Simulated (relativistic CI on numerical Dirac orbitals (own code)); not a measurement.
Ligand-field terms of d3

Computed with a parametric ligand-field model of a d^n configuration (Racah B and C, spin-orbit zeta, crystal field), exact diagonalisation.

Field parameters in Wybourne normalisation: Oh B⁴₀ = 21Dq, B⁴₄ = √(5/14) B⁴₀; Td as Oh with Dq negative (B⁴₀ = 21Dq, B⁴₄ = √(5/14) B⁴₀). The field is a parameter set, without covalency.

Question: Lowest levels for B = 410, C = 1620, ζ = 630 cm⁻¹, Td, 10Dq = -2350 cm⁻¹?

Answer: Γ8 0 (S 1.49), Γ7 322 (S 1.50), Γ8 932 (S 1.49), Γ6 1479 (S 1.49), Γ8 2551 (S 1.48), Γ7 2602 (S 1.49), Γ6 3026 (S 1.49), Γ8 3177 (S 1.48), Γ8 5279 (S 1.45) cm⁻¹, with S from ⟨S²⟩ = S(S + 1). The ground level has 1.80 electrons in the cubic e pair.

Question: Lowest levels for B = 480, C = 2400, ζ = 370 cm⁻¹, Oh, 10Dq = 4550 cm⁻¹?

Answer: Γ8 0 (S 1.50), Γ7 4441 (S 1.50), Γ8 4519 (S 1.50), Γ8 4611 (S 1.50), Γ6 4686 (S 1.50), Γ7 7367 (S 1.50), Γ8 7432 (S 1.50), Γ8 7741 (S 1.49), Γ6 7938 (S 1.49) cm⁻¹, with S from ⟨S²⟩ = S(S + 1). The ground level has 0.01 electrons in the cubic e pair.

Question: Lowest levels for B = 510, C = 2560, ζ = 630 cm⁻¹, Oh, 10Dq = 38000 cm⁻¹?

Answer: Γ8 0 (S 1.50), Γ8 11822 (S 0.50), Γ8 12067 (S 0.50), Γ6 12184 (S 0.50), Γ8 19178 (S 0.50), Γ7 19279 (S 0.50), Γ7 37767 (S 1.50), Γ8 37920 (S 1.50), Γ8 38161 (S 1.50) cm⁻¹, with S from ⟨S²⟩ = S(S + 1). The ground level has 0.00 electrons in the cubic e pair.

Question: Lowest levels for B = 670, C = 3350, ζ = 4250 cm⁻¹, Oh, 10Dq = 20500 cm⁻¹?

Answer: Γ8 0 (S 1.44), Γ8 12387 (S 0.84), Γ8 15103 (S 0.65), Γ6 16395 (S 0.68), Γ7 19916 (S 1.40), Γ8 21471 (S 1.38), Γ8 23115 (S 1.32), Γ6 24361 (S 1.41), Γ7 24690 (S 1.05) cm⁻¹, with S from ⟨S²⟩ = S(S + 1). The ground level has 0.10 electrons in the cubic e pair.

Question: Lowest levels for B = 410, C = 1630, ζ = 580 cm⁻¹, Oh, 10Dq = 20700 cm⁻¹?

Answer: Γ8 0 (S 1.50), Γ8 8090 (S 0.50), Γ8 8335 (S 0.50), Γ6 8488 (S 0.50), Γ8 13059 (S 0.51), Γ7 13175 (S 0.51), Γ7 20506 (S 1.50), Γ8 20652 (S 1.50), Γ8 20865 (S 1.50) cm⁻¹, with S from ⟨S²⟩ = S(S + 1). The ground level has 0.00 electrons in the cubic e pair.
